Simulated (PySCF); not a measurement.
H2Cl3NTi, triplet, geometry from GFN2-xTB (such geometries of metal compounds can be far from the true shape) (the multiplicity is a formal guess); DF-BLYP/cc-pVDZ (PySCF).

PySCF was given this input:
```python
from pyscf import gto, scf, dft

mol = gto.M(
    atom='''
Ti   -0.07744318   -0.27658050   -0.06569635
Cl    1.95596610    0.21157410   -0.70732681
Cl    0.10582861   -0.03461224    2.11600214
Cl   -1.24759649    1.16831327   -1.24564679
N    -1.25233493   -1.77257245   -0.14770135
H    -1.19515783   -2.69777045   -0.57479415
H    -2.17611767   -1.67912884    0.28253795
''',
    basis='cc-pvdz',
    spin=2,
    verbose=4,
)

mf = dft.UKS(mol)
mf.xc = 'blyp'
mf = mf.density_fit(auxbasis='def2-universal-jkfit')
mf.kernel()
mf.analyze()
```

**Question.** Write the output that PySCF gives for this input, abridged.

**Answer.** 
```
PySCF version 2.14.0

[INPUT] verbose = 4
[INPUT] num. atoms = 7
[INPUT] num. electrons = 82
[INPUT] charge = 0
[INPUT] spin (= nelec alpha-beta = 2S) = 2
[INPUT] symmetry False subgroup None
[INPUT] Mole.unit = angstrom
[INPUT] Symbol           X                Y                Z      unit          X                Y                Z       unit  Magmom
[...]
nuclear repulsion = 530.250671897672
number of shells = 33
number of NR pGTOs = 285
number of NR cGTOs = 121
basis = cc-pvdz
ecp = {}

******** <class 'pyscf.df.df_jk.DFUKS'> ********
method = DFUKS
initial guess = minao
damping factor = 0
level_shift factor = 0
DIIS = <class 'pyscf.scf.diis.CDIIS'>
diis_start_cycle = 1
diis_space = 8
diis_damp = 0
SCF conv_tol = 1e-09
SCF conv_tol_grad = None
SCF max_cycles = 50
direct_scf = False
number electrons alpha = 42  beta = 40
XC library pyscf.dft.libxc version 7.1.2
    S. Lehtola, C. Steigemann, M. J. T. Oliveira, and M. A. L. Marques,  SoftwareX 7, 1–5 (2018)
XC functionals = blyp
    A. D. Becke,  Phys. Rev. A 38, 3098 (1988)
    C. Lee, W. Yang, and R. G. Parr,  Phys. Rev. B 37, 785 (1988)
    B. Miehlich, A. Savin, H. Stoll, and H. Preuss,  Chem. Phys. Lett. 157, 200 (1989)
radial grids:
    Treutler-Ahlrichs [JCP 102, 346 (1995); DOI:10.1063/1.469408] (M4) radial grids

becke partition: Becke, JCP 88, 2547 (1988); DOI:10.1063/1.454033
pruning grids: <function nwchem_prune>
grids dens level: 3
symmetrized grids: False
atomic radii adjust function: <function treutler_atomic_radii_adjust>
small_rho_cutoff = 0
Set gradient conv threshold to 3.16228e-05
tot grids = 111064
init E= -2286.44588816388

cycle= 1 E= -2286.12764368344  delta_E= 0.318  |g|= 0.327  |ddm|= 3.95

cycle= 2 E= -2285.49090747135  delta_E= 0.637  |g|= 0.885  |ddm|= 4.39

cycle= 3 E= -2286.07981392666  delta_E= -0.589  |g|= 0.494  |ddm|=  3.1

cycle= 4 E= -2286.18497519486  delta_E= -0.105  |g|= 0.159  |ddm|= 0.936

cycle= 5 E= -2286.14034344962  delta_E= 0.0446  |g|= 0.313  |ddm|= 0.746

cycle= 6 E= -2286.20124962436  delta_E= -0.0609  |g|= 0.0586  |ddm|= 0.569

cycle= 7 E= -2286.2024729093  delta_E= -0.00122  |g|= 0.0372  |ddm|= 0.141

cycle= 8 E= -2286.20329842313  delta_E= -0.000826  |g|= 0.0154  |ddm|= 0.095

cycle= 9 E= -2286.20347584388  delta_E= -0.000177  |g|= 0.00498  |ddm|= 0.0521

cycle= 10 E= -2286.20349077225  delta_E= -1.49e-05  |g|= 0.00289  |ddm|= 0.0162

cycle= 11 E= -2286.20349828319  delta_E= -7.51e-06  |g|= 0.000734  |ddm|= 0.00836

[...]
SCF not converged.
Total Energy =                       -2286.203498781364488
[...]
spin_pop of  3 Cl 1s        0.00000
spin_pop of  3 Cl 2s       -0.00000
spin_pop of  3 Cl 3s        0.00103
spin_pop of  3 Cl 4s        0.00001
spin_pop of  3 Cl 2px       0.00001
spin_pop of  3 Cl 2py       0.00001
spin_pop of  3 Cl 2pz       0.00000
spin_pop of  3 Cl 3px       0.08676
spin_pop of  3 Cl 3py       0.11647
spin_pop of  3 Cl 3pz       0.01687
spin_pop of  3 Cl 4px       0.00003
spin_pop of  3 Cl 4py       0.00015
spin_pop of  3 Cl 4pz       0.00050
spin_pop of  3 Cl 3dxy      0.00011
spin_pop of  3 Cl 3dyz      0.00001
spin_pop of  3 Cl 3dz^2     0.00045
spin_pop of  3 Cl 3dxz      0.00006
spin_pop of  3 Cl 3dx2-y2   -0.00003
spin_pop of  4 N 1s       -0.00000
spin_pop of  4 N 2s        0.01562
spin_pop of  4 N 3s       -0.00005
spin_pop of  4 N 2px       0.08390
spin_pop of  4 N 2py       0.08583
spin_pop of  4 N 2pz       0.42992
spin_pop of  4 N 3px       0.00021
spin_pop of  4 N 3py       0.00009
spin_pop of  4 N 3pz       0.00041
spin_pop of  4 N 3dxy     -0.00001
spin_pop of  4 N 3dyz     -0.00012
spin_pop of  4 N 3dz^2    -0.00017
spin_pop of  4 N 3dxz     -0.00007
spin_pop of  4 N 3dx2-y2    0.00027
spin_pop of  5 H 1s       -0.00943
spin_pop of  5 H 2s        0.00007
spin_pop of  5 H 2px       0.00003
spin_pop of  5 H 2py       0.00001
spin_pop of  5 H 2pz       0.00029
spin_pop of  6 H 1s        0.00207
spin_pop of  6 H 2s        0.00022
spin_pop of  6 H 2px      -0.00002
spin_pop of  6 H 2py       0.00002
spin_pop of  6 H 2pz       0.00020
 ** Mulliken Spin Density (per atom)  **
spin density of  0 Ti =      0.92598
spin density of  1 Cl =      0.03391
spin density of  2 Cl =      0.20842
spin density of  3 Cl =      0.22242
spin density of  4 N =      0.61582
spin density of  5 H =     -0.00903
spin density of  6 H =      0.00249
 ** Mulliken pop alpha/beta on meta-lowdin orthogonal AOs **
 ** Mulliken pop       alpha | beta **
In total            42.00000 | 40.00000
 ** Mulliken atomic charges   ( Nelec_alpha | Nelec_beta ) **
charge of  0Ti =      0.86692  (    11.02953     10.10355 )
charge of  1Cl =     -0.34812  (     8.69101      8.65711 )
charge of  2Cl =     -0.28858  (     8.74850      8.54008 )
charge of  3Cl =     -0.28082  (     8.75162      8.52920 )
charge of  4N =     -0.42265  (     4.01923      3.40342 )
charge of  5H =      0.24005  (     0.37546      0.38449 )
charge of  6H =      0.23321  (     0.38464      0.38215 )
Dipole moment(X, Y, Z, Debye): -3.19280, -3.88953, -0.25887
```

The run did not converge; its last values are not results.
